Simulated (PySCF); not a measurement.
ethenylcyclopropane (C5H8), SMILES C=CC1CC1. Atoms are numbered in the order given.

```xyz
13

C      2.2457     0.1173     0.0000
C      1.0035    -0.3778     0.0000
C     -0.2384     0.4234     0.0000
C     -1.4591    -0.0773     0.7495
C     -1.4591    -0.0773    -0.7495
H      2.4305     1.1963     0.0000
H      3.1209    -0.5371     0.0000
H      0.8623    -1.4670     0.0000
H     -0.0830     1.5072     0.0000
H     -1.3726    -1.0367     1.2680
H     -2.0704     0.6618     1.2745
H     -1.3726    -1.0367    -1.2680
H     -2.0704     0.6618    -1.2745
```
Charge 0, spin multiplicity 1.

Coordinates come from a B3LYP-D3(BJ)/def2-SVP optimisation. The values are those of a single conformer.

Level of theory: HF/pcSseg-1 in PySCF.

GIAO shieldings, no solvent; atoms listed in one row are averaged. δ = σ(ref) − σ: ¹³C against TMS (σ = 192.6 ppm); ¹H against TMS (σ = 31.99 ppm), references at their B3LYP-D3(BJ)/def2-TZVP geometries, non-relativistic.

Task: Estimate the chemical shifts. (Estimate from the structure and the level; the computed values follow.)

Result: 
| nucleus | atoms | count | δ (ppm) |
|---|---|---|---|
| ¹³C | C2 | 1 | 153.9 |
| ¹³C | C1 | 1 | 120.9 |
| ¹³C | C3 | 1 | 13.0 |
| ¹³C | C4, C5 | 2 | 6.8 |
| ¹H | H6 | 1 | 5.72 |
| ¹H | H7 | 1 | 5.46 |
| ¹H | H8 | 1 | 5.45 |
| ¹H | H9 | 1 | 1.35 |
| ¹H | H11, H13 | 2 | 0.97 |
| ¹H | H10, H12 | 2 | 0.55 |
